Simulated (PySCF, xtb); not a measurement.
Si(H)(Cl)(Br)(vinyl) (C₂H₄BrClSi), SMILES C=C[SiH](Cl)Br. Other conformers were not sampled.

Harmonic wavenumbers (cm⁻¹) from xtb with GFN2-xTB at its own minimum, in rising order: 57, 116, 123, 177, 351, 393, 491, 527, 640, 665, 736, 930, 1011, 1022, 1273, 1417, 1661, 2321, 3030, 3085, 3108.

Problem. What does PBE-D3(BJ)/def2-SVP in PySCF 2.14.0 give at its own minimum? (The exact figures need the calculation; the answer reports its results.)

Solution. 76, 131, 138, 203, 343, 406, 502, 560, 664, 759, 791, 958, 969, 988, 1224, 1365, 1622, 2195, 3054, 3068, 3153. Paired by order, the mean absolute difference is 37 cm⁻¹ and the zero-point energies are 33.1 and 33.1 kcal/mol.
